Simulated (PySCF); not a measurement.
C₆H₃Cl₂O₂ (doublet state).
Structure used (GFN2-xTB), in Å, numbered top down from 1:
```
atom  x, y, z in Å
C1     2.8371    0.0787   -0.5526
C2     1.7068   -0.3503   -0.5695
C3     0.4385   -0.8976   -0.6123
C4    -0.6772   -0.3505    0.0177
C5    -0.5224    0.9216    0.7965
O6    -0.9597    1.1110    1.8983
O7     0.1750    1.8365    0.1235
C8    -1.9231   -0.9474   -0.0015
Cl9   -3.2972   -0.2600    0.7334
Cl10  -2.2093   -2.4165   -0.8261
H11    3.8116    0.4663   -0.5363
H12    0.3278   -1.8282   -1.1504
H13    0.2878    2.6369    0.6614
```

The hyperfine couplings belong to this conformer and change with its torsions.

The species is `[CH](C#C)C(=C(Cl)Cl)C(O)=O` [radical].

Computed, not measured: UKS B3LYP, pcH-1 on C Cl H O, non-relativistic, mean-field spin-orbit, GIAO (PySCF 2.14.0). The structure is a single GFN2-xTB conformer in the gas phase; no vibrational or solvent corrections. A GFN2-xTB geometry isn't a minimum of the functional, and hyperfine couplings can be far from their values at a DFT geometry. The frame is twisted about the C4–C5 bond at this geometry (dihedral C8–C4–C5–O6 = 45°); couplings at other torsion angles weren't computed. Stability of the SCF solution: not tested. ⟨S²⟩ is 0.784 where a pure state has 0.75.

**Question.** Match the computed a_iso(1H) values -37.0, -27.9, -0.9 MHz with the sites H11; H12; H13.

**Answer.** 
```csv
site,a_iso (MHz),ρ(0) (bohr⁻³),position,distance from C3 (Å),bound to,spin population there,largest |T| (MHz)
H11,-27.9,-0.0062,1 bond from C1,3.64,C1,+0.37,14.4
H12,-37.0,-0.0083,1 bond from C3,1.08,C3,+0.53,18.5
H13,-0.9,-0.0002,4 bonds from C3,3.76,O7,0.00,0.9
```

ρ(0) is the spin density at the nucleus and T the dipolar tensor; a_iso includes a spin–orbit part. The largest Mulliken spin populations are on C3 (+0.53), C8 (+0.45), C1 (+0.37) and C4 (-0.22). Three atoms exceed +0.15. The positive populations add up to 1.46 and the negative ones to -0.46, together 2S = 1. The angles at C3 add up to 360.0°, so it is planar. Main spin sites, with 60 % or more of the largest population: C1, C3, C8; positions count bonds from the nearest.

The SMILES `C#C[CH]C(C(=O)O)=C(Cl)Cl` draws the unpaired electron on C3, whose computed spin population is only +0.53.

The run took 2.4 min (grids of density and orbitals included) on one thread, Arm Neoverse V2 (aarch64), shared host with 32 logical CPUs at a one-minute load of 19, and the process peaked at 1.1 GiB of memory.
